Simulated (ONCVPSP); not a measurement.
**Sr (Z = 38), ONCV: configuration errors across variants**

ONCVPSP 4.0.1 input, shortened (lines: element, Z, core and valence counts, functional; n l f; lmax; l rc ep ncon nbas qcut; lloc lpopt rc5 dvloc0; l nproj debl; icmod fcfact rcfact), BLYP, scalar-relativistic:

```
  Sr 38.00    6    3  -106131      upf
    1    0    2.00
    2    0    2.00
    2    1    6.00
    3    0    2.00
    3    1    6.00
    3    2   10.00
    4    0    2.00
    4    1    6.00
    5    0    2.00
    2
    0    2.20    0.00    4    7    5.30
    1    2.15    0.00    4    8    8.20
    2    2.15    0.05    4    7    4.60
    2    5    2.15    0.00
    0    2    2.40
    1    2    0.30
    2    0    2.00
    0    0.00    0.00
```

In the p channel the program set the typed energies aside and used -0.828, 0.250 Ha.

All-electron excitation energies from the reference (eV): (1) 4s2 4p6 5s1 5.809; (2) 4s2 4p6 5s0 16.935; (3) 4s2 4p6 5s1.5 2.279; (4) 4s2 4p6 5s0 5p1 8.839.

Errors AE − PS in meV (a dash: test not solved or not reliable):

| change | (1) | (2) | (3) | (4) | bound ghosts | GHOST(+) flags above zero |
| --- | --- | --- | --- | --- | --- | --- |
| base | -0.5 | -1.6 | -0.2 | +0.1 | none | s |
| p: debl 0.85 | -0.5 | -1.7 | -0.2 | -0.3 | none | s |
| p: debl 1.3 | -0.5 | -1.6 | -0.2 | +4.3 | none | s, p |
| p: debl 2.05 | -0.5 | -1.8 | -0.2 | -7.9 | none | s, p |
| p: debl 4.4 | -0.5 | -1.8 | -0.2 | -14 | none | s |

(1) Give the same row for: p: debl 3.35.

## Answers

(1) -0.5, -1.8, -0.2, -11; bound ghosts: none; GHOST(+) flags above zero: s.
